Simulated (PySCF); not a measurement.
## Stationary points of HSeN

Computed with PBE0/[Se def2-TZVP, N def2-TZVP, H def2-TZVP], no relativity, density fitting, PySCF.

Relaxations began from a few typed shapes; open shells are unrestricted. The search is not exhaustive: other isomers or separated fragments can lie lower, and high-lying points may rest on an excited occupation.

```
                                                 spin  group                       bonds         angles  imaginary modes (cm⁻¹)  ΔE (kJ/mol)  ΔE with ZPE (kJ/mol)
                   broken-symmetry Ms = 0 (⟨S²⟩ 0.63)     Cs  Se–H 1.507 Å, Se–N 1.700 Å  H–Se–N 103.2°                    none          0.0                   0.0
singlet (closed shell, unstable to spin polarisation)     Cs  Se–H 1.540 Å, Se–N 1.647 Å  H–Se–N 106.8°                    none         12.3                  13.1
```

The lowest minimum found is the broken-symmetry Ms = 0 (⟨S²⟩ 0.63) Cs: Se–H 1.507 Å, Se–N 1.700 Å; H–Se–N 103.2°.

For the lowest minimum: the determinant is spin-contaminated (⟨S²⟩ = 0.63, pure value 0.00). The spin densities have lower symmetry than the nuclear frame.
